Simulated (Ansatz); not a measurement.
`CO[SiH2]P` + H₂S → `CO[SiH2]S` + PH₃  (cleavage of the Si–P bond)

Isolated molecules relaxed with PBE0-D4/def2-TZVP in Ansatz; ΔE leaves out vibrations. CBS: MP2 limit from def2 TZ/QZ plus the TZ coupled-cluster correction, frozen cores. This one scheme is used for every species. Functionals use def2-TZVPP. B3LYP here is the variant with VWN-RPA as its local correlation; programs differ in this. Each species was taken in one conformer, which may not be the lowest.

```csv
level,ΔE (kJ/mol),difference from CCSD(T)/CBS
PBE-D4,-36.0,5.4
r2SCAN-D4,-41.1,0.3
B3LYP-D4,-40.7,0.7
B3LYP,-43.6,-2.2
HF/def2-TZVPP,-50.3,-8.9
MP2/def2-TZVPP,-44.8,-3.4
CCSD/def2-TZVPP,-42.8,-1.4
HF/def2-QZVPP,-50.2,-8.8
SCS-MP2/def2-QZVPP,-45.4,-4.0
HF/CBS(def2),-50.2,-8.8
CCSD(T)/CBS,-41.4,0
```

Largest T1 diagnostic among the species: 0.013.

In def2-TZVPP, CCSD(T) changes the Hartree–Fock value by +8.5 kJ/mol (the triples alone add +0.9 kJ/mol) and MP2 by +5.5 kJ/mol.
